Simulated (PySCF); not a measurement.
The vertical singlet excitations below were computed for one of the candidates. Level of theory: TDDFT CAM-B3LYP/def2-SVPD, vertical, gas phase, core orbitals frozen in the response (PySCF). Geometries: GFN2-xTB, one conformer each.

```json
{"state": "S1", "E (eV)": "5.10", "λ (nm)": "243.1", "f": "0.014"}
{"state": "S2", "E (eV)": "5.48", "λ (nm)": "226.4", "f": "0.197"}
{"state": "S3", "E (eV)": "6.11", "λ (nm)": "202.9", "f": "0.0041"}
{"state": "S4", "E (eV)": "6.60", "λ (nm)": "187.8", "f": "0.0027"}
{"state": "S5", "E (eV)": "6.78", "λ (nm)": "182.8", "f": "0.020"}
{"state": "S6", "E (eV)": "6.98", "λ (nm)": "177.8", "f": "0.058"}
{"state": "S7", "E (eV)": "7.05", "λ (nm)": "175.8", "f": "0.013"}
{"state": "S8", "E (eV)": "7.51", "λ (nm)": "165.0", "f": "0.197"}
```

Question: Which candidate is it? All have the formula C4H8FOP.
A. `C[C@@H]1[C@H](F)C[P@H]1=O`
B. `COC/P=C(\C)F`
C. `OCCC/P=C\F`

Answer: C. Its S1 lies at 5.10 eV; the nearest of the others has S1 at 4.43 eV. S1 is HOMO-1→LUMO (91%). Löwdin shares by element: HOMO carbon 33% or more, phosphorus 32%, fluorine 12%, oxygen 6% (atoms not listed hold the other 17%); LUMO phosphorus 41%, carbon 38% or more, fluorine 8%. At the same level the other candidates give, for their lowest levels:
- `C[C@@H]1[C@H](F)C[P@H]1=O`: 7.03 eV (f 0.007); 7.16 eV (f 0.007); 7.29 eV (f 0.008); 7.66 eV (f 0.037); 7.84 eV (f 0.017); T1 6.75 eV; HOMO -9.26, LUMO 0.98 eV
- `COC/P=C(\C)F`: 4.43 eV (f 0.006); 5.09 eV (f 0.228); 5.90 eV (f 0.005); 6.23 eV (f 0.001); 6.75 eV (f 0.024); T1 2.53 eV; HOMO -8.18, LUMO -0.46 eV

Conformer computed: `[OH:1][CH2:2][CH2:3][CH2:4]/[P:5]=[CH:6]\[F:7]`: O1–C2–C3–C4 179°, C2–C3–C4–P5 64°, C3–C4–P5–C6 -122°, H–O1–C2–C3 59°.
Triplets come from the Tamm–Dancoff approximation.
